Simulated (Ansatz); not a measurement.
One change: `C[SiH2][SiH2]CF` becomes `FC[SiH2][SnH2][F]`.

Ansatz, PBE0-D4/def2-TZVP geometries, multiplicity 1. Each molecule was computed in one conformer, which needn't be the lowest.

Elements past krypton have def2 core potentials.

```json
{"property": "size of the dipole moment (ωB97M-V/def2-TZVPP) / D", "`C[SiH2][SiH2]CF`": "1.56"}
{"property": "HOMO–LUMO gap (ωB97M-V/def2-TZVPP) / eV", "`C[SiH2][SiH2]CF`": "11.56"}
{"property": "HOMO energy (PBE/def2-TZVPP) / eV", "`C[SiH2][SiH2]CF`": "-6.77"}
{"property": "HOMO–LUMO gap (PBE0/def2-TZVPP) / eV", "`C[SiH2][SiH2]CF`": "7.90"}
{"property": "LUMO energy (ωB97M-V/def2-TZVPP) / eV", "`C[SiH2][SiH2]CF`": "1.56"}
{"property": "HOMO–LUMO gap (B3LYP/def2-TZVPP) / eV", "`C[SiH2][SiH2]CF`": "7.51"}
```

Q: Give the same properties after the change, and the shifts. (Estimate.)

A: Ansatz gave: 
```tsv
property	`FC[SiH2][SnH2][F]`	shift
size of the dipole moment (ωB97M-V/def2-TZVPP) / D	4.28	2.72
HOMO–LUMO gap (ωB97M-V/def2-TZVPP) / eV	10.72	-0.84
HOMO energy (PBE/def2-TZVPP) / eV	-6.99	-0.22
HOMO–LUMO gap (PBE0/def2-TZVPP) / eV	7.10	-0.80
LUMO energy (ωB97M-V/def2-TZVPP) / eV	0.51	-1.05
HOMO–LUMO gap (B3LYP/def2-TZVPP) / eV	6.68	-0.83
```

With PBE0 the HOMO falls by 0.23 eV and the LUMO falls by 1.04 eV, so the gap narrows by about 0.81 eV. PBE moves the HOMO by -0.22 eV and ωB97M-V by -0.21 eV. Dipoles are sizes alone; their direction can turn.

Positive LUMOs are unbound, so they and the gaps depend on the basis.

B3LYP here is the variant with VWN-RPA as its local correlation; programs differ in this.
